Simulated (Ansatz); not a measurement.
What each rung costs, and what it gives

Saddle point of CH$_{7}$FSn, singlet (SnH₃F ([F][SnH3]) + CH₄ → CH₆Sn ([CH3][SnH3]) + HF; bonds formed: Sn1–C7, F2–H6; bonds broken: Sn1–F2, H6–C7), PBE0-D4/def2-TZVP structure:

Sn1  (-0.905, 0.824, -0.103)
F2  (-0.992, -1.211, -1.058)
H3  (-1.048, 1.462, -1.669)
H4  (-2.309, 0.382, 0.741)
H5  (-0.037, 1.961, 0.862)
H6  (0.025, -1.003, -0.437)
C7  (1.052, -0.556, 0.299)
H8  (0.991, -0.490, 1.385)
H9  (1.761, 0.177, -0.085)
H10  (1.462, -1.547, 0.064)
(Å)

Barriers are electronic and count from the start structure reached by relaxing down the imaginary mode.

Computed with Ansatz 0.2.0 (basis: as named in each row); correlated methods freeze the cores. Filled d shells of the heavier atoms are correlated. Core potentials replace the inner electrons of the atoms past krypton. The def2 sets are not built for correlating such inner shells, so the correlated values are less sure here. B3LYP uses VWN-RPA correlation. Extrapolation: Hartree–Fock as exp(−7.88 √X), correlation as X^−2.97.

Times are rough, for one single point on 4 threads of a shared host (Intel Xeon).

The estimate by CCSD(T) at an estimated basis limit (MP2 extrapolated from triple and quadruple zeta, plus CCSD(T) − MP2 in triple zeta) is 201.1 kJ/mol.

```tsv
method	basis	time (s)	barrier (kJ/mol)	method less estimate
SPW92	def2-SVP	under 1	123.9	-77.3
PBE-D4	def2-SVP	1	163.4	-37.7
PBE0-D4	def2-SVP	1	180.4	-20.7
SPW92	def2-TZVPP	2	134.4	-66.7
PBE-D4	def2-TZVPP	2	173.0	-28.1
BLYP-D4	def2-TZVPP	3	194.1	-7.0
PBE0-D4	def2-TZVPP	4	188.6	-12.5
r2SCAN-D4	def2-TZVPP	4	186.4	-14.7
B3LYP-D4	def2-TZVPP	4	204.6	3.5
BHLYP-D4	def2-TZVPP	4	223.0	21.9
wB97M-V	def2-SVP	4	189.1	-12.0
CAM-B3LYP-D4	def2-TZVPP	5	207.9	6.8
r2SCAN0-D4	def2-TZVPP	6	196.5	-4.6
CCSD(T)	def2-SVP	7	217.1	16.0
B2PLYP	def2-TZVPP	7	210.0	8.9
RPA on PBE	def2-TZVPP	7	206.2	5.1
PBE-QIDH	def2-TZVPP	8	199.7	-1.5
B97M-V	def2-TZVPP	8	206.5	5.4
wB97M-V	def2-TZVPP	8	199.8	-1.4
wB97X-V	def2-TZVPP	10	206.3	5.1
MP2	def2-QZVPP	27	197.0	-4.1
CCSD(T)	def2-TZVPP	110	205.6	4.5
```

All methods are single points on the PBE0-D4 structures.

The T1 diagnostic stays at or below 0.014.

Labels in which every atom is bracketed show which atoms are joined, not bond orders.
